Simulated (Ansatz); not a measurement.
Coupled-cluster run, C3H10Si2 (`[SiH3]/C=C/C[SiH3]`).

```yaml
crystal:
  periodic: [false, false, false]
  atoms:
    - {symbol: Si, position_ang: [-2.405197, -0.561904, -1.338210]}
    - {symbol: C, position_ang: [-0.639787, -0.727048, -0.803561]}
    - {symbol: C, position_ang: [-0.211665, -0.364482, 0.407949]}
    - {symbol: C, position_ang: [1.193508, -0.426337, 0.890900]}
    - {symbol: Si, position_ang: [1.980985, 1.290411, 0.884269]}
    - {symbol: H, position_ang: [-2.982139, -1.881917, -1.715503]}
    - {symbol: H, position_ang: [-3.195906, 0.010882, -0.215561]}
    - {symbol: H, position_ang: [-2.531631, 0.328274, -2.525333]}
    - {symbol: H, position_ang: [0.091304, -1.137885, -1.500501]}
    - {symbol: H, position_ang: [-0.929004, 0.051898, 1.115598]}
    - {symbol: H, position_ang: [1.239219, -0.805367, 1.917491]}
    - {symbol: H, position_ang: [1.800115, -1.084815, 0.262374]}
    - {symbol: H, position_ang: [3.343518, 1.233484, 1.479869]}
    - {symbol: H, position_ang: [1.148007, 2.230920, 1.680083]}
    - {symbol: H, position_ang: [2.076873, 1.792889, -0.510465]}
basis:
  gaussian: {orbitals: def2-TZVPP}
correlation: {method: ccsd_t}
```

```sh
$ ansatz run in.yaml --threads 4 --pin off --events-out ev --progress --plain --max-ram 10444MiB
```

Output of Ansatz, abridged:

```
Functional definition: HF
1810 factors; integrals over basis functions are off by at most 8.7e-4 eV
mean field evaluation 1: about -18971.1599 eV, gradient 3.4e1 eV
mean field evaluation 2: about -18971.4404 eV, gradient 3.4e1 eV
mean field evaluation 4: about -18975.3743 eV, gradient 4.3e0 eV
mean field evaluation 8: about -18975.4463 eV, gradient 2.9e-1 eV
mean field -18975.44665838 eV, -697.3348026757 hartree, gradient 1.9e-6 eV, S^2 0.000000; 0 other end points of the search recorded, 0 dependent functions left out
13 core orbitals not correlated: weight in the atoms' cores, before any rotation towards them, 1.000 or more for the frozen orbitals, at most 0.000 for the correlated occupied ones
reference -18975.44665838 eV, -697.3348026757 hartree; 15, 15 occupied and 289, 289 virtual orbitals, 1810 factors
second order -20.54053623 eV of doubles, -0.00000000 eV of singles
cycle   1  -21.67051829 eV  change    -1.1e0 eV  update   1.1e-1
cycle   2  -22.33317476 eV  change   -6.6e-1 eV  update   3.3e-2
cycle   3  -22.42971335 eV  change   -9.7e-2 eV  update   1.4e-2
cycle   4  -22.42352622 eV  change    6.2e-3 eV  update   4.0e-3
cycle   5  -22.42357431 eV  change   -4.8e-5 eV  update   1.5e-3
cycle   6  -22.42346058 eV  change    1.1e-4 eV  update   4.3e-4
cycle   7  -22.42340037 eV  change    6.0e-5 eV  update   1.4e-4
cycle   8  -22.42344899 eV  change   -4.9e-5 eV  update   6.0e-5
cycle   9  -22.42345600 eV  change   -7.0e-6 eV  update   1.9e-5
perturbative correction -0.91716385 eV, -0.0337051498 hartree
Total energy: -18998.78727823 eV, -698.1925546344 hartree
```

Hardware: 4 threads of an Arm Neoverse V1 on a shared host. Wall time 20 min, peak host memory 4.4 GiB.

Correlation energy per correlated electron: -0.778 eV. T1 diagnostic: 0.0116.
